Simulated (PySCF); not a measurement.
Choosing a molecule for a target property.

All species are isolated and taken at one optimised geometry, non-relativistic unless stated. Electronic properties by PySCF.

Dipoles, sizes and rotational constants follow the conformer. The torsions of the flexible species, by atom-mapped SMILES:
- `[CH3:1][C:2](=[S:3])[O:4][SiH2:5][O:6][CH2:7][SiH3:8]`: C1–C2–O4–Si5 180°, C2–O4–Si5–O6 180°, O4–Si5–O6–C7 177°, Si5–O6–C7–Si8 -127°
- `[CH2:1]=[CH:2]/[CH:3]=[CH:4]/[CH2:5][O:6][SiH3:7]`: C1–C2–C3–C4 180°, C3–C4–C5–O6 129°, C4–C5–O6–Si7 -177°
- `[CH3:1][C:2]#[C:3][SiH2:4]/[C:5]([F:6])=[CH:7]\[SiH2:8][O:9][SiH3:10]`: C3–Si4–C5–F6 131°, C5–C7–Si8–O9 -31°, C7–Si8–O9–Si10 171°
- `[CH3:1][CH2:2][CH2:3]/[C:4](=[N:5]/[SiH3:6])[C@H:7]([CH3:8])[OH:9]`: C1–C2–C3–C4 -69°, C2–C3–C4–N5 93°, C3–C4–C7–C8 -91°, H–O9–C7–C4 -56°

Task: Wanted: HOMO–LUMO gap between 5.6 eV and 6.4 eV (PBE0/pcSseg-1) and dipole moment above 1.6 D (PBE0/pcSseg-1), at GFN2-xTB geometries. Which candidate meets both?
A. `CC#C[SiH2]/C(F)=C\[SiH2]O[SiH3]`
B. `CC(=S)O[SiH2]OC[SiH3]`
C. `C=C/C=C/CO[SiH3]`
D. `CCC/C(=N/[SiH3])[C@H](C)O`

Result: D. Computed values:
```csv
species,HOMO–LUMO gap,dipole moment
CC(=S)O[SiH2]OC[SiH3],5.29 eV,2.15 D
C=C/C=C/CO[SiH3],5.90 eV,1.03 D
CCC/C(=N/[SiH3])[C@H](C)O,6.00 eV,2.66 D
CC#C[SiH2]/C(F)=C\[SiH2]O[SiH3],6.73 eV,2.95 D
```
